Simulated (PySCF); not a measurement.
Method: PBE-D3(BJ)/def2-TZVP // CAM-B3LYP-D3(BJ)/def2-TZVP (PySCF). All species are isolated molecules in the gas phase. Excitations are Tamm–Dancoff values on a coarser integration grid. The basis has no diffuse functions, so Rydberg states are missing or too high.

Reference species (SMILES): `BN=C=C` (neutral, multiplicity 1).

```json
{
  "S1 oscillator strength": "0.000",
  "T1 excitation (TDA)": "3.30 eV"
}
```

Changed species: `N=C=BC`.

### Question
Give the shifts of the S1 oscillator strength and T1 excitation (TDA).

### Answer
the S1 oscillator strength hardly moves; the T1 excitation (TDA) falls by 3.19 eV, to 0.11 eV.
